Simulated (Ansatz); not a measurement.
`[SH][In]([SH])[SH]`, relaxed with RKS PBE-D4/def2-SVP in Ansatz from a rough embedded geometry. The force threshold is 0.03 eV/Å; the program also tests the step.

Total charge 0; spin multiplicity 1. In: def2 effective core potential.

Start:

```xyz
7

S     0.286    1.863   -0.417
In   -0.437    0.637    0.501
S    -1.904   -0.479    0.168
S     1.117   -0.691    1.638
H     0.730    0.991   -1.386
H    -1.202   -1.090   -0.858
H     1.410   -1.231    0.354
```

| step | energy (eV) | largest force (eV/Å) | largest move (Å) |
| --- | --- | --- | --- |
| 1 | -37693.2753 | 37.560 | 0.000 |
| 2 | -37702.2337 | 12.420 | 0.195 |
| 3 | -37705.8149 | 2.693 | 0.192 |
| 4 | -37706.5074 | 1.006 | 0.195 |
| 5 | -37706.8054 | 0.620 | 0.200 |
| 6 | -37706.9464 | 0.356 | 0.200 |
| 7 | -37707.0118 | 0.206 | 0.200 |
| 8 | -37707.0481 | 0.377 | 0.175 |
| 9 | -37707.1542 | 0.730 | 0.200 |
| 10 | -37707.3445 | 0.361 | 0.200 |
| 11 | -37707.4482 | 0.376 | 0.200 |
| 12 | -37707.5204 | 0.060 | 0.199 |
| 13 | -37707.5431 | 0.096 | 0.200 |
| 14 | -37707.5471 | 0.117 | 0.083 |
| 15 | -37707.5498 | 0.005 | 0.044 |
| 16 (rejected) | -37707.5495 | 0.126 | 0.049 |
| 17 | -37707.5502 | 0.017 | 0.024 |

End:

```xyz
7

S     1.171    1.972   -0.784
In   -0.009    0.012    0.017
S    -2.276   -0.425   -0.720
S     1.083   -1.513    1.551
H     0.124    2.339   -1.578
H    -2.336   -1.591   -0.013
H     2.243   -0.795    1.527
```

Run time 12 s (4 threads of an Intel Xeon Platinum 8488C on a shared host); peak host memory 0.17 GiB.
